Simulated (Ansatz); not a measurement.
HBClFS, singlet, at a GFN2-xTB geometry, atoms displaced at random by about 0.08 Å a coordinate; B3LYP/STO-3G, gradient run with Ansatz (a quantum-chemistry and plane-wave program).

The Ansatz input:
Ansatz 0.2 input:
```yaml
crystal:
  periodic: [false, false, false]
  atoms:
    - {symbol: B, position_ang: [-0.05915807, 0.25978543, -0.03238646]}
    - {symbol: Cl, position_ang: [-1.56010765, -0.04865034, -0.50147387]}
    - {symbol: F, position_ang: [0.54877182, 1.65792467, 0.03718656]}
    - {symbol: S, position_ang: [1.28907331, -1.01611216, 0.59505213]}
    - {symbol: H, position_ang: [2.18687446, 0.04000950, 0.62751251]}
basis:
  gaussian:
    orbitals: STO-3G
hamiltonian:
  xc: b3lyp
output: {forces: true}
```

Question: What does Ansatz print? Leave out banner, timings and long lists.

Answer: 
```
Functional definition: B3LYP
346 factors; integrals over basis functions are off by at most 9.3e-5 eV
mean field evaluation 1: about -26463.1431 eV, gradient 2.1e1 eV
mean field evaluation 2: about -26459.1049 eV, gradient 4.5e1 eV
mean field evaluation 4: about -26464.8459 eV, gradient 1.6e0 eV
mean field evaluation 8: about -26464.8344 eV, gradient 1.3e-2 eV
mean field -26464.83439513 eV, -972.5647255121 hartree, gradient 2.6e-6 eV, S^2 0.000000; 0 other end points of the search recorded, 0 dependent functions left out
the calculation of the forces begins
reference -26464.83453863 eV, -972.5647307856 hartree; 24, 24 occupied and 5, 5 virtual orbitals, 346 factors
Total energy: -26464.83453863 eV, -972.5647307856 hartree
Atom 0 at    -0.059158     0.259785    -0.032386 Å, force    11.862767     4.661517     3.740099 eV/Å
Atom 1 at    -1.560108    -0.048650    -0.501474 Å, force    -6.727779    -1.313402    -2.114168 eV/Å
Atom 2 at     0.548772     1.657925     0.037187 Å, force    -2.828662    -5.336459    -0.527865 eV/Å
Atom 3 at     1.289073    -1.016112     0.595052 Å, force    -2.030074     2.697642    -1.244164 eV/Å
Atom 4 at     2.186874     0.040010     0.627513 Å, force    -0.276252    -0.709298     0.146098 eV/Å
Dipole moment:     0.198669     0.050556     0.042770 e Å
```
